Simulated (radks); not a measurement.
Initial-state core-level shifts of the cerium ion Ce2+ when its valence configuration changes from [Xe] 4f2. Calculated with a radial shooting solver on a logarithmic mesh with Libxc functionals: Dirac Kohn-Sham, LDA (Slater exchange, Perdew-Wang correlation), spin-unpolarised, spherical densities, finite nucleus; open shells fill j = l - 1/2 first; Fermi nuclear charge, rms radius 4.8771 fm. Shifts are changes of the shell-averaged eigenvalues in eV (positive: less bound); the change of the density at the nucleus, which sets a Mossbauer isomer shift, is in e/bohr^3, on a base of 3.813e+05.

valence       3s       4p       4d      5p  density at nucleus
4f1 5d1   -7.996   -7.210   -6.838  -2.688              +20.44
4f1 6s1  -10.701   -9.872   -9.502  -4.982              +54.35
4f1 6p1  -11.611  -10.779  -10.407  -5.818              +25.57
5d2      -17.643  -15.614  -14.763  -5.518              +45.90
